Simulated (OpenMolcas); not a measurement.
Au3+ (d8) in a complex was computed by SS-CASPT2, IPEA 0.25 Eh, imaginary shift 0.1 Eh with the d shell active (OpenMolcas, ANO-RCC-VDZP on the metal). Its lowest spin-free states, and all those of the highest spin:

```json
{"2S+1": "3", "Degeneracy": "1", "E (cm-1)": "0"}
{"2S+1": "1", "Degeneracy": "2", "E (cm-1)": "5830"}
{"2S+1": "3", "Degeneracy": "1", "E (cm-1)": "9630"}
{"2S+1": "3", "Degeneracy": "1", "E (cm-1)": "9850"}
{"2S+1": "1", "Degeneracy": "1", "E (cm-1)": "10650"}
{"2S+1": "3", "Degeneracy": "2", "E (cm-1)": "11360"}
{"2S+1": "1", "Degeneracy": "2", "E (cm-1)": "13670"}
{"2S+1": "1", "Degeneracy": "1", "E (cm-1)": "17910"}
{"2S+1": "1", "Degeneracy": "1", "E (cm-1)": "18130"}
{"2S+1": "3", "Degeneracy": "2", "E (cm-1)": "25000"}
{"2S+1": "1", "Degeneracy": "2", "E (cm-1)": "27890"}
{"2S+1": "3", "Degeneracy": "1", "E (cm-1)": "29840"}
{"2S+1": "3", "Degeneracy": "2", "E (cm-1)": "30510"}
```

**Question.** Is the site octahedral, tetrahedral or cube-like, axial, or of lower symmetry?

**Answer.** The states with 2S+1 = 3 have orbital degeneracies 1, 1, 1, 2, 2, 1, 2. There are pairs but no triples, so the site is axial: not cubic, but with a proper or improper axis of order three or more. The run had Au3+ with 6 ligands (fluoride) in trigonal prismatic coordination (D3h) at 2.05 Å, a polar angle of 55.5° against the regular 49.1°. A charge of +0.5 e stands 3.2 Å behind each ligand. Ligand basis ANO-RCC-VDZP.

Roots that are degenerate in the reference are averaged as groups; the widest CASPT2 spread within a group is 200 cm-1 (the 2-fold group of multiplicity 1 near 31800 cm-1 above the lowest state of its run). Shifts and gaps below about the spread of the groups concerned are not significant. Over all roots computed the reference weight is 0.67 to 0.70; a low but even weight reflects the number of correlated electrons. Real 4d8 and 5d8 ions are as a rule square planar and diamagnetic. The least metal-like active orbital is 78 % on the metal (Löwdin) and no ligand orbital is active, so the numbers are rough. Ligand-to-metal charge-transfer states are missing. With no ligand orbital active B as a rule stays too high, so bands that hang on it stand too high and its fall with covalency is understated. The distance lies 5 % under the 2.16 Å that this model takes as the normal distance (a Shannon-type radius plus a fixed donor radius); by an R⁻⁵ law this alone changes a d-shell field by about +30 %. No measured value stands beside these numbers; the geometry was imposed, not optimised, and the real ion may take another.
